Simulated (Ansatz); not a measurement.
C3H4F4O, SMILES `OC(C(F)F)C(F)F`, relaxed with RKS PBE0-D4/def2-TZVP in Ansatz from a PBE-D4/def2-SVP geometry. The force threshold is 0.005 eV/Å; the program also tests the step.

Total charge 0; spin multiplicity 1.

Start:

```xyz
12

O     0.768    0.677    1.361
C     0.456    0.362    0.030
C     0.715   -1.124   -0.249
F     0.482   -1.401   -1.570
F    -0.134   -1.892    0.502
C    -0.984    0.759   -0.328
F    -1.077    2.111   -0.459
F    -1.809    0.379    0.704
H     0.035    0.313    1.898
H     1.132    0.945   -0.631
H     1.762   -1.407    0.006
H    -1.345    0.278   -1.265
```

```tsv
step	energy (eV)	largest force (eV/Å)	largest move (Å)
1	-16081.5235	0.642	0.000
2	-16081.5697	0.279	0.019
3	-16081.5768	0.052	0.017
4	-16081.5771	0.016	0.006
5	-16081.5772	0.009	0.007
6	-16081.5772	0.007	0.002
7	-16081.5772	0.003	0.002
```

End:

```xyz
12

O     0.768    0.673    1.346
C     0.442    0.351    0.029
C     0.712   -1.120   -0.245
F     0.498   -1.392   -1.558
F    -0.124   -1.905    0.477
C    -0.985    0.750   -0.328
F    -1.065    2.094   -0.450
F    -1.822    0.387    0.679
H     0.069    0.338    1.918
H     1.107    0.923   -0.625
H     1.740   -1.392    0.011
H    -1.340    0.292   -1.255
```

Hardware: 4 threads of an Arm Neoverse V2 on a shared host. Wall time 40 s, peak host memory 0.88 GiB.
